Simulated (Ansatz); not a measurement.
C₂H₄F, SMILES C[CH]F (connectivity only; charge and spin as stated), charge +1, multiplicity 1.

Geometry optimised at PBE0-D3(BJ)/def2-TZVP. The spin state was assumed, not searched. The isomer is the one that the SMILES or the coordinates give; other isomers of the formula were not compared.

Two levels are set side by side: PBE/def2-TZVPD (Ansatz, an electronic-structure program) and PBE0/def2-TZVPD (Ansatz). Energy differences of separate SCF runs at the same geometry; the states with an electron removed or added have multiplicity 2 and 2. Differences are taken from unrounded values.

```tsv
quantity	PBE
vertical ionisation energy (eV)	20.66
vertical electron affinity (eV)	7.27
vertical singlet–triplet gap (eV)	5.02
```

**Question.** These are the PBE values. What does PBE0 give? (An estimate is asked for; the answer gives what the named calculation found.)

**Answer.** 
| quantity | PBE0 | PBE minus PBE0 |
|---|---|---|
| vertical ionisation energy (eV) | 21.16 | -0.50 |
| vertical electron affinity (eV) | 7.44 | -0.17 |
| vertical singlet–triplet gap (eV) | 5.22 | -0.20 |
